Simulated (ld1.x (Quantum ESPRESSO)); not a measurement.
**What the settings do to the TM potential of tungsten**

Base potential:

```json
{
  "Element": "W",
  "Generator": "ld1.x (Quantum ESPRESSO) 7.5",
  "Type": "norm-conserving Troullier–Martins (Kleinman–Bylander form)",
  "Functional": "revPBE",
  "Relativity": "scalar-relativistic",
  "Frozen core": "[Xe] 4f14",
  "Valence charge": "6",
  "Reference configuration": "5d4 6s2 6p0",
  "Partial waves": "6s (bound): rc 2.65 bohr; 6p (bound, empty): rc 3.40 bohr; 5d (bound): rc 2.10 bohr",
  "Local potential": "all-electron potential smoothed inside 2.20 bohr (lloc = -1)",
  "Core correction": "Bessel-smoothed model core, default radius (core density twice the valence density)"
}
```

All-electron outer shells of the reference configuration (revPBE, scalar-relativistic, ld1.x):

| shell | level (eV) | outermost node (bohr) | outermost maximum (bohr) |
| --- | --- | --- | --- |
| 5p | -43.16 | 0.57 | 1.09 |
| 4f | -33.16 | – | 0.43 |
| 6s | -5.65 | 1.28 | 2.67 |
| 5d | -4.43 | 0.63 | 1.49 |
| 6p | -1.33 | 1.54 | 3.75 |

Cutoffs, loose and tight: the cutoffs (Ry, on a coarse ladder) from which the occupation-weighted sum of valence levels, in a spherical-Bessel basis at the reference potential, stays within 10 and 1 mRy of its value at 400 Ry. They do not see the model core or the augmentation charge, which bear on the density cutoff. Test errors are all-electron minus pseudo excitation energies from the reference, over the configurations 5d4 6s1 6p0; 5d4 6s0 6p0; 5d3 6s0 6p0; 5d5 6s0 6p0; 5d5 6s1 6p0; 5d2 6s0 6p0; 5d4.5 6s1.5 6p0. A dash means not determined; rows that change the core or the reference have their own tests.

A true bound ghost makes a file unfit for plane-wave use even where its test errors are small: the radial tests pick states by their node count and pass the ghost by.

```csv
change,outcome,"cutoff, loose","cutoff, tight",bound ghosts,largest test error (meV)
base,generated,30 Ry,35 Ry,s,-595
local potential all-electron potential smoothed inside 1.32 bohr (lloc = -1),generated,30 Ry,35 Ry,"s, p",-571
local potential all-electron potential smoothed inside 1.88 bohr (lloc = -1),generated,30 Ry,35 Ry,"s, p",-572
local potential all-electron potential smoothed inside 2.26 bohr (lloc = -1),generated,30 Ry,35 Ry,s,-599
local potential all-electron potential smoothed inside 2.64 bohr (lloc = -1),generated,30 Ry,35 Ry,none,-640
local potential all-electron potential smoothed inside 2.96 bohr (lloc = -1),generated,30 Ry,35 Ry,none,-688
local potential all-electron potential smoothed inside 3.46 bohr (lloc = -1),generated,30 Ry,35 Ry,none,-761
local potential all-electron potential smoothed inside 3.92 bohr (lloc = -1),generated,30 Ry,35 Ry,none,-787
```

Reading the sweep of the rcloc (base included, trends over the rows without a ghost): The loose cutoff stays near 30 Ry. The median size of the test errors (rows with all tests solved) stays near 68.4 meV. Bound ghosts are found at 1.32, 1.88, 2.2, 2.26 bohr.
